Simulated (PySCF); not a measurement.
Correlation energy of Al²⁺ (aluminium, charge +2)

[Ne] 3p1, 2P determinant (an excited configuration). Computed with PySCF 2.14 in x2c-TZVPPall (5s5p3d1f, 42 functions), with the spin-free X2C one-electron Hamiltonian (Gaussian nucleus). Frozen: 1s2; 9 electrons correlated.

```json
{"level": "CCSD", "correlation energy (mhartree)": "-144.25"}
{"level": "(T)", "correlation energy (mhartree)": "-1.04"}
{"level": "CCSD(T)", "correlation energy (mhartree)": "-145.29"}
```

Diagnostics: T1 = 0.0034, D1 = 0.0077, largest double amplitude 0.012.

Cost of the coupled-cluster step: roughly 1.7 core-seconds, for 9 correlated electrons.

This basis was not built for core-valence correlation, so the inner-shell part is incomplete.
